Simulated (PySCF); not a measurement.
**The first ionisation energy along the 5p block**

All values are computed (PySCF 2.14, energy differences of UHF-based or UKS calculations, no spin-orbit coupling). Values in eV. The last column holds reference values (NIST; (s) semi-empirical, (t) theoretical, else measured). Unmarked ones compare directly (S terms, centres of terms, or small fine structure); those marked * lie between the lowest fine-structure levels and include a spin-orbit shift.

```csv
element,configurations,UHF,LDA,PBE,PBE0,r2SCAN,CCSD (valence),reference
"In (aug-cc-pVQZ-PP with ECP28MDF, ECP)",[Kr] 4d10 5s2 5p1 → [Kr] 4d10 5s2,5.218,5.716,5.590,5.621,5.718,5.472,5.603
"Sn (aug-cc-pVQZ-PP with ECP28MDF, ECP)",[Kr] 4d10 5s2 5p2 → [Kr] 4d10 5s2 5p1,6.849,7.414,7.262,7.307,7.407,7.203,7.389
"Sb (aug-cc-pVQZ-PP with ECP28MDF, ECP)",[Kr] 4d10 5s2 5p3 → [Kr] 4d10 5s2 5p2,8.576,9.121,8.964,9.040,9.167,9.001,9.124
"Te (aug-cc-pVQZ-PP with ECP28MDF, ECP)",[Kr] 4d10 5s2 5p4 → [Kr] 4d10 5s2 5p3,7.733,9.001,8.732,8.730,8.748,8.586,8.749
"Xe (aug-cc-pVQZ-PP with ECP28MDF, ECP)",[Xe] → [Kr] 4d10 5s2 5p5,11.449,12.610,12.324,12.386,12.421,12.335,12.565
```

Q: Fill in the row of I (aug-cc-pVQZ-PP with ECP28MDF, ECP) ([Kr] 4d10 5s2 5p5 → [Kr] 4d10 5s2 5p4).

A: UHF 9.537; LDA 10.789; PBE 10.501; PBE0 10.524; r2SCAN 10.530; CCSD (valence) 10.420; reference 10.519 (eV).

"Valence" correlates the outer s and p shells and, in groups 3 to 12 and the f block, the outer d or f shell, open or full, or the next shell where the ion has no valence electron left; the wider scheme adds the next inner shell.
